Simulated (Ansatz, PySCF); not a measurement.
Process, species as SMILES: FB(F)Br -> F[B]F + Br atom (the B-Br bond at the site shown breaks; other sites are not compared here)
Geometries: B3LYP-D3(BJ)/def2-TZVP minima from Ansatz (a first-principles code). Frequencies are from Ansatz or PySCF.

Quantity: bond dissociation energy (enthalpy at 298 K, with B3LYP-D3(BJ) rigid-rotor harmonic-oscillator terms), in eV. Cores are frozen in the correlated levels unless marked. UHF or UKS for open shells. Spin-orbit coupling is left out. The frozen core is the preceding noble-gas configuration, with the filled d and f shells of earlier blocks. Non-relativistic. Basis-set limits of correlation are two-point, X^-3; Hartree-Fock from the larger set.

```csv
level,program,bond dissociation energy (eV),minus last row
HF/def2-TZVPD,PySCF,3.34,-1.28
HF/cc-pVQZ,Ansatz,3.33,-1.29
PBE-D3(BJ)/def2-TZVPD,Ansatz + dftd3,4.60,-0.02
BLYP-D4/def2-TZVPD,Ansatz + dftd4,4.41,-0.21
B3LYP-D4/def2-TZVPD,Ansatz + dftd4,4.45,-0.17
BHLYP-D3(BJ)/def2-TZVPD,Ansatz + dftd3,4.38,-0.24
HSE06-D4/def2-TZVPD,Ansatz + dftd4,4.58,-0.04
B2PLYP-D3(BJ)/def2-TZVPD,Ansatz + dftd3,4.50,-0.12
RPA@PBE/cc-pVTZ,Ansatz,4.11,-0.51
"CCSD(T)/CBS(cc-pVTZ,cc-pVQZ)",Ansatz,4.62,0.00
```
